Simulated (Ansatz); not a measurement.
One change: `N[SiH2]NCO` becomes `CNCO`.

Ansatz, PBE0-D4/def2-TZVP geometries, multiplicity 1. Each molecule was computed in one conformer, which needn't be the lowest.

```
                                          property  `N[SiH2]NCO`
               HOMO energy (B3LYP/def2-TZVPP) / eV         -6.91
           HOMO–LUMO gap (ωB97M-V/def2-TZVPP) / eV         11.57
             LUMO energy (ωB97M-V/def2-TZVPP) / eV          2.10
size of the dipole moment (ωB97M-V/def2-TZVPP) / D          2.07
    size of the dipole moment (PBE/def2-TZVPP) / D          2.03
                 LUMO energy (PBE/def2-TZVPP) / eV         -0.12
```

What does the change do to each property? (An estimate is asked.)

The calculation gave: 
| property | `CNCO` | shift |
| --- | --- | --- |
| HOMO energy (B3LYP/def2-TZVPP) / eV | -6.58 | 0.33 |
| HOMO–LUMO gap (ωB97M-V/def2-TZVPP) / eV | 11.80 | 0.23 |
| LUMO energy (ωB97M-V/def2-TZVPP) / eV | 2.64 | 0.54 |
| size of the dipole moment (ωB97M-V/def2-TZVPP) / D | 1.64 | -0.43 |
| size of the dipole moment (PBE/def2-TZVPP) / D | 1.55 | -0.48 |
| LUMO energy (PBE/def2-TZVPP) / eV | 0.39 | 0.51 |

With PBE0 the HOMO rises by 0.35 eV and the LUMO rises by 0.52 eV, so the gap widens by about 0.17 eV. PBE moves the HOMO by 0.39 eV and ωB97M-V by 0.30 eV. Dipoles are sizes alone; their direction can turn.

B3LYP here is the variant with VWN-RPA as its local correlation; programs differ in this.
